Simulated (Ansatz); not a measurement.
## Strength of the C–Te bond: CTeF3 → CF3 + Te

Species: CTeF3 `FC(F)(F)[Te]`, doublet; CF3 (trifluoromethyl radical) `F[C](F)F`, doublet; Te atom, triplet. 

Shapes, held fixed at every level: PBE0-D4/def2-TZVP. Programs: Ansatz 0.2.0. The zero-point and thermal change to 298 K, harmonic and unscaled (PBE0-D4/def2-TZVP), is -26.1 kJ/mol.

| level | kind | ΔH(298 K) (kJ/mol) | less CCSD(T)/def2-TZVPP | CPU time (sum over the molecules) |
| --- | --- | --- | --- | --- |
| PBE-D4/def2-TZVPP | GGA | +204.4 | +23.5 | 15 s |
| B3LYP-D4/def2-TZVPP | global hybrid | +187.4 | +6.5 | 22 s |
| PBE0-D4/def2-TZVPP | global hybrid | +188.0 | +7.1 | 16 s |
| r2SCAN0-D4/def2-TZVPP | global hybrid | +168.5 | -12.4 | 39 s |
| CCSD(T)/def2-SVP | coupled cluster or CI | +146.2 | -34.7 | 21 s |
| CCSD/def2-TZVPP | coupled cluster or CI | +166.7 | -14.2 | – |
| CCSD(T)/def2-TZVPP | coupled cluster or CI | +180.9 | 0.0 | 6.3 min |

The highest level, CCSD(T)/def2-TZVPP, gives ΔH(298 K) = +180.9 kJ/mol; the levels span +146.2 to +204.4. The column of differences is taken from that level and isn't an error. No measured value is set beside it here. Open shells run unrestricted. For atoms past krypton def2 sets carry core potentials with scalar relativity. Outer-core shells of Te are correlated in most correlated rows, in sets that cover them unevenly. Spin-orbit coupling lowers the free atoms by 25.2 kJ/mol; the thermal change holds that. Times are processor times on shared x86 and Arm servers, and rough.
